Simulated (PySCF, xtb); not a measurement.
CH₃F₃OSi, SMILES OC[Si](F)(F)F.

GFN2-xTB in xtb 6.7.1 at its own geometry gives an orbital gap of 6.78 eV and a dipole moment of 1.99 D.

Geometry: B3LYP-D3(BJ)/def2-SVP. One conformer was computed; it need not be the lowest.

Question: What does PBE/def2-TZVP (PySCF) give? (The exact figures need the calculation; the answer reports its results.)

Answer: gap 6.05 eV (levels -6.75 and -0.70 eV), dipole 1.81 D.
